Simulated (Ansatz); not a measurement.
Zr2O5H2⁻. Total charge -1; doublet. Geometry B3LYP-D4/def2-SVP, that of the neutral singlet; atoms count from 1.

```xyz
9

Zr    0.769    0.402   -0.883
Zr   -1.159   -0.011    1.460
O    -1.334    0.371   -0.355
O     0.693    0.028    1.252
O     1.529    2.139   -1.473
O     1.269   -1.017   -1.817
O    -1.892   -1.722    2.020
H    -1.995   -2.676    1.947
H     2.119    2.485   -2.150
```

In the def2 sets Zr takes a core potential; there is no spin–orbit coupling. The structure comes from a short search, and lower isomers may exist.

(1) Estimate the Mulliken populations from the PBE0/def2-TZVPD orbitals of Ansatz.

(2) Where does the spin sit?

(3) And the Mayer bond orders between heavy atoms (over 0.3)?

## Answers

(1) 
```json
{"atom": "Zr1", "charge (e)": "1.93", "spin (α − β)": "0.11", "d electrons": "1.88"}
{"atom": "Zr2", "charge (e)": "1.23", "spin (α − β)": "1.06", "d electrons": "1.90"}
{"atom": "O3", "charge (e)": "-1.04", "spin (α − β)": "-0.04", "d electrons": "–"}
{"atom": "O4", "charge (e)": "-1.04", "spin (α − β)": "-0.04", "d electrons": "–"}
{"atom": "O5", "charge (e)": "-0.87", "spin (α − β)": "0.00", "d electrons": "–"}
{"atom": "O6", "charge (e)": "-0.93", "spin (α − β)": "-0.01", "d electrons": "–"}
{"atom": "O7", "charge (e)": "-0.73", "spin (α − β)": "-0.09", "d electrons": "–"}
{"atom": "H8", "charge (e)": "0.21", "spin (α − β)": "0.01", "d electrons": "–"}
{"atom": "H9", "charge (e)": "0.23", "spin (α − β)": "0.00", "d electrons": "–"}
```
Mulliken values depend strongly on the basis. With diffuse functions, as here, like atoms can get unlike values, and bond orders can come out too low or too high.

(2) Summed by element: Zr 1.18, O -0.18, H 0.01, of 1 unpaired in all. Largest on single atoms: Zr2 1.06, Zr1 0.11, O7 -0.09.

(3) Zr1–O3 0.37 (2.17 Å); Zr1–O4 0.37 (2.17 Å); Zr1–O5 0.56 (1.99 Å); Zr1–O6 1.61 (1.77 Å); Zr2–O3 1.03 (1.86 Å); Zr2–O4 1.03 (1.86 Å); Zr2–O7 0.45 (1.94 Å).
